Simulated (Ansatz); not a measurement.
`N[SiH2][O][SnH3]`. Total charge 0; spin multiplicity 1. Sn takes the def2 core potential. The structure was optimised at the PBE0-D4/def2-TZVP level. It is one conformer, not always the lowest.

```xyz
11

N    -0.423   -1.429   -0.718
Si   -0.339   -0.972    0.940
O     0.416    0.460    1.109
Sn    0.619    1.825   -0.298
H     0.326   -1.923   -1.175
H    -1.311   -1.634   -1.144
H    -1.754   -0.896    1.396
H     0.422   -1.961    1.748
H    -0.911    2.109   -0.995
H     1.758    1.245   -1.425
H     1.197    3.175    0.563
```

Task: What is the dipole moment at B3LYP/def2-TZVPP? (Best estimate.)

Result: The calculation gave: 2.27 D, with components (-0.13, -0.05, -2.26) D in this frame, pointing from negative to positive charge.

Task: And with PBE, r2SCAN, ωB97M-V? (Best estimate.)

Result: Ansatz gave: PBE 2.25 D, r2SCAN 2.29 D, ωB97M-V 2.32 D.

Task: Give the Mulliken charges with B3LYP, PBE, r2SCAN in def2-TZVPP. (Best estimate.)

Result: Ansatz gave: 
| atom | B3LYP | PBE | r2SCAN |
| --- | --- | --- | --- |
| N1 | -0.44 | -0.41 | -0.49 |
| Si2 | 0.55 | 0.44 | 0.58 |
| O3 | -0.60 | -0.52 | -0.62 |
| Sn4 | 0.80 | 0.71 | 0.78 |
| H5 | 0.14 | 0.16 | 0.17 |
| H6 | 0.15 | 0.16 | 0.17 |
| H7 | -0.11 | -0.10 | -0.12 |
| H8 | -0.11 | -0.09 | -0.11 |
| H9 | -0.13 | -0.11 | -0.12 |
| H10 | -0.13 | -0.12 | -0.12 |
| H11 | -0.13 | -0.12 | -0.12 |

B3LYP here is the variant with VWN-RPA as its local correlation; programs differ in this.
